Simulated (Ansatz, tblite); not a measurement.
Forces on the cluster ReSe₂⁺ at its r2SCAN-D4/def2-TZVP geometry. Charge 1, multiplicity 1.

In the def2 sets Re takes a core potential; there is no spin–orbit coupling. The xTB rows come from tblite. At PBE-D4/def2-TZVP the restricted singlet is unstable: a solution with broken spin symmetry lies lower. The order of the spin states hangs on the level: the triplet lies 0.52 eV below the singlet at PBE0-D4/def2-TZVP, but 0.26 eV above it at GFN1-xTB. The structure comes from a short search, and lower isomers may exist.

GFN1-xTB (tblite), largest force 0.83 eV/Å:

```xyz
3
positions Å, forces eV/Å
Re    0.508    0.585    0.408    0.477    0.550    0.384
Se   -1.665    0.562    0.326   -0.825    0.080    0.029
Se    1.157   -1.147   -0.734    0.348   -0.630   -0.412
```

GFN2-xTB (tblite), largest force 1.73 eV/Å:

```
Re 1.004 1.157 0.807
Se -1.053 -0.245 -0.197
Se 0.049 -0.912 -0.611
```

PBE-D4/def2-TZVP (Ansatz), largest force 0.55 eV/Å:

```
Re 0.318 0.366 0.256
Se -0.419 -0.026 -0.030
Se 0.101 -0.340 -0.225
```
